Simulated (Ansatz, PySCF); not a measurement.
Input for PySCF:
```python
from pyscf import gto, scf, dft

mol = gto.M(
    atom='''
O     1.082127    0.322668    0.187016
C    -0.143824    0.387066   -0.029750
O    -0.864503   -0.647487   -0.144970
H     1.493477   -0.570654    0.269673
H    -0.547504    1.405819   -0.112483
H    -1.824019   -0.559007   -0.315060
''',
    basis='def2-svp',
    charge=1,
    spin=0,
    verbose=4,
)

mf = dft.RKS(mol)
mf.xc = 'pbe'
mf.grids.atom_grid = (99, 590)
mf.grids.prune = None
mf.kernel()
```

### Question
Write the same job for Ansatz (an electronic-structure program).

### Answer
One answer among several that fit: 
Ansatz 0.2 input:
```yaml
crystal:
  periodic: [false, false, false]
  atoms:
    - {symbol: O, position_ang: [1.08212708, 0.32266796, 0.18701646]}
    - {symbol: C, position_ang: [-0.14382398, 0.38706559, -0.02975044]}
    - {symbol: O, position_ang: [-0.86450329, -0.64748699, -0.14496980]}
    - {symbol: H, position_ang: [1.49347707, -0.57065356, 0.26967258]}
    - {symbol: H, position_ang: [-0.54750427, 1.40581879, -0.11248288]}
    - {symbol: H, position_ang: [-1.82401925, -0.55900656, -0.31506036]}
basis:
  gaussian:
    orbitals: def2-SVP
hamiltonian:
  xc: pbe
total_charge: 1
accuracy: high
```

Both were run: PySCF gave -189.715556 Eh and Ansatz -189.715556 Eh, 0.000 mEh apart.
